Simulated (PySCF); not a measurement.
## Working out the ionisation energy of Ni⁺

Ni⁺ [Ar] 3d9 (2D) → Ni²⁺ [Ar] 3d8 (3F). Computed with PySCF 2.14 in x2c-SVPall (5s3p3d1f, 36 functions), with the spin-free X2C one-electron Hamiltonian (Gaussian nucleus). Frozen: [Ar]. Energies in hartree (1 hartree = 27.21139 eV):

| part | Ni⁺ (lower) | Ni²⁺ (upper) |
| --- | --- | --- |
| UHF | -1518.532645 | -1517.980151 |
| MP2 opposite-spin | -0.154492 | -0.090692 |
| MP2 same-spin | -0.094030 | -0.058830 |

Q: What does Hartree-Fock give?

A: (-1517.980151) − (-1518.532645) = 0.552494 hartree = 15.034 eV.

Q: What do MP2 and SCS-MP2 (6/5 opposite-spin, 1/3 same-spin) give?

A: The opposite-spin parts differ by 1.736 eV and the same-spin parts by 0.958 eV. MP2: 15.034 + (1.736) + (0.958) = 17.728 eV. SCS-MP2: 15.034 + 1.2 × (1.736) + (0.958)/3 = 17.437 eV.

Reference: 18.169 eV (measured; NIST Atomic Spectra Database, ionization energies), between the lowest levels; spin-orbit coupling is absent from the calculation.

A double-zeta basis recovers only part of the correlation energy.

What remains against the reference includes basis incompleteness, the frozen core and correlation beyond second order.
